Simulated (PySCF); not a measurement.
**Working out the ionisation energy of Ni**

Ni [Ar] 3d8 4s2 (3F) → Ni⁺ [Ar] 3d9 (2D). Calculation: PySCF 2.14, in cc-pVTZ (7s6p4d2f1g, 68 functions); no relativity, point nucleus. Frozen: [Ar]. Energies in hartree (1 hartree = 27.21139 eV):

```
             part    Ni (lower)   Ni⁺ (upper)
              UHF  -1506.879341  -1506.595604
MP2 opposite-spin     -0.207879     -0.236628
    MP2 same-spin     -0.115945     -0.136208
```

Task: What does Hartree-Fock give?

Result: (-1506.595604) − (-1506.879341) = 0.283737 hartree = 7.721 eV.

Task: What do MP2 and SCS-MP2 (6/5 opposite-spin, 1/3 same-spin) give?

Result: The opposite-spin parts differ by -0.782 eV and the same-spin parts by -0.551 eV. MP2: 7.721 + (-0.782) + (-0.551) = 6.388 eV. SCS-MP2: 7.721 + 1.2 × (-0.782) + (-0.551)/3 = 6.599 eV.

Reference: 7.640 eV (measured; NIST Atomic Spectra Database, ionization energies), between the lowest levels; spin-orbit coupling is absent from the calculation.

The calculation is non-relativistic.

What remains against the reference includes basis incompleteness, the frozen core and correlation beyond second order.
